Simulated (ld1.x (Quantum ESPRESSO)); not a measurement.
## Before and after: TM potential for silicon (Si)

ld1.x (Quantum ESPRESSO) 7.5 input, shortened:

```
&input
   title='Si', zed=14., rel=1, dft='BLYP', iswitch=3,
   config='[Ne] 3s2 3p2'
 /
 &inputp
   pseudotype=2, tm=.true., lloc=-1, rcloc=1.55,
   nlcc=.true., new_core_ps=.true., rcore=1.25
 /
2
3S  1  0   2.00   0.00  1.65  1.65  0.0
3P  2  1   2.00   0.00  1.90  1.90  0.0
 &test
   configts(1)='3s2 3p2'
 /
```

Change: local potential all-electron potential smoothed inside 2.24 bohr (lloc = -1).

Cutoffs: the cutoffs (Ry, on a coarse ladder) from which the occupation-weighted sum of valence levels, in a spherical-Bessel basis at the reference potential, stays within 10 and 1 mRy of its value at 400 Ry; they do not see the model core or the augmentation charge, which bear on the density cutoff. Errors are all-electron minus pseudo energies relative to the spin-unpolarised reference configuration.

Q: What does the change do?

A: The potential gets neither clearly harder nor softer (15 Ry and 40 Ry → 15 Ry and 40 Ry); of the 7 tests that both files solve, the error grows in 1 and shrinks in 2 by more than 15 % and 0.3 meV (median size 3.1 → 3.4 meV); neither file shows a bound ghost.

```csv
quantity,base,changed
"cutoff, loose",15 Ry,15 Ry
"cutoff, tight",40 Ry,40 Ry
bound ghosts,none,none
"error for 3s2 3p1, meV [ΔE 7.59 eV]",+3.1,+2.5
"error for 3s2 3p0, meV [ΔE 23.48 eV]",+22,+19
"error for 3s1 3p0, meV [ΔE 57.48 eV]",+75,+64
"error for 3s1 3p3, meV [ΔE 6.85 eV]",-0.6,-0.8
"error for 3s2 3p1.5, meV [ΔE 2.84 eV]",+0.5,+0.4
"error for 3s1 3p2, meV [ΔE 15.04 eV]",+6.1,+4.7
"error for 3s0 3p4, meV [ΔE 13.88 eV]",-2.8,-3.4
```
